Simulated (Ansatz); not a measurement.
Relaxation of C₃H₇FSi₂ (13 atoms, charge 0, multiplicity 1), to a largest force component of 0.02 eV/Å in at most 40 steps.

Theory: Ansatz, UKS PBE/STO-3G.

```xyz
13
Properties=species:S:1:pos:R:3
C -0.284 0.682 -1.856
Si 0.281 0.803 -0.147
Si 1.152 -1.069 0.605
C -0.346 -0.933 1.609
C -0.987 0.202 1.147
F -2.148 0.820 1.518
H -0.836 -0.206 -2.070
H -0.989 1.564 -2.084
H 0.491 0.821 -2.547
H 0.952 2.089 0.248
H 2.375 -0.960 1.511
H 1.198 -2.240 -0.273
H -0.840 -1.609 2.354
```

Problem. Where does it end, and by what steps?

Solution. The run converged. Limits of this set-up: minimal basis. After 4 steps the energy has fallen by 0.582 eV; H12 moved furthest, 0.19 Å.

```
step  energy less start (eV)  largest force component (eV/Å)  accepted
   0                  0.0000                           3.294       yes
   1                 -0.5136                           0.993       yes
   2                 -0.5707                           0.486       yes
   3                 -0.5796                           0.252       yes
   4                 -0.5819                           0.016       yes
```

```xyz
13
Properties=species:S:1:pos:R:3
C -0.331 0.802 -1.941
Si 0.303 0.759 -0.164
Si 1.191 -1.118 0.711
C -0.403 -0.964 1.675
C -0.960 0.182 1.153
F -2.157 0.732 1.535
H -0.871 -0.124 -2.201
H -1.022 1.648 -2.094
H 0.501 0.920 -2.656
H 0.926 2.048 0.138
H 2.407 -1.027 1.513
H 1.292 -2.311 -0.124
H -0.856 -1.581 2.469
```

Time of the run: 29 s on 1 thread of Arm Neoverse V1, on a shared host, peak memory 0.16 GiB.
